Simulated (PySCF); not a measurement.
# State search for AlBr

Unrestricted PBE0; Al def2-TZVPPD, Br def2-TZVPPD; no relativity (PySCF 2.14). Outer shells of the fragments: Al 3s2 3p1; Br 3d10 4s2 4p5.

Followed along the bond (rough minima from three points):

```csv
2Ms+1,unpaired,⟨S²⟩ at the start,R at minimum (Å),Te (eV)
1,none,0.00,2.33,0.00
3,"σ ↑, π ↑",2.00,2.28,2.69
```

Solutions found at the starting distance of 2.310 Å, counted from the lowest of them; the search is not exhaustive and high or unbound solutions are not listed, so other states can lie among these:

| 2Ms+1 | unpaired | term | E (eV) | ⟨S²⟩ | ⟨Lz²⟩ | μ (D) |
| --- | --- | --- | --- | --- | --- | --- |
| 1 | none | ¹Σ⁺ | 0.00 | 0.00 | 0.00 | -1.66 |
| 3 | σ ↑, π ↑ | ³Π | 2.69 | 2.00 | 1.00 | -1.62 |
| 1 | σ ↑, π ↓ | mixed | 3.36 | 1.01 | 1.01 | -1.20 |
| 3 | σ ↑↑ | ³Σ⁺ | 4.94 | 2.00 | 0.00 | -0.53 |
| 3 | π ↑↑ | mixed | 5.51 | 2.02 | 2.02 | 3.69 |
| 3 | π ↑↑ | mixed | 5.70 | 2.02 | 2.02 | 3.83 |
| 1 | π ↑↓ | mixed | 5.72 | 1.01 | 2.02 | 3.84 |
| 3 | σ ↑, δ ↑ | ³Δ | 7.08 | 2.00 | 4.00 | -0.81 |
| 1 | π ↑↓ | mixed | 7.13 | 1.00 | 2.02 | -1.12 |
| 1 | σ ↑, δ ↓ | mixed | 7.18 | 1.01 | 4.00 | -0.71 |

A term symbol is given only where ⟨S²⟩ and ⟨Lz²⟩ are close to those of a pure state; real π, δ and φ orbitals otherwise mix terms. A positive dipole means Al(−)Br(+).

Counting both spins, an empty level lies below a filled one in some of these solutions, because spin and occupation are held.
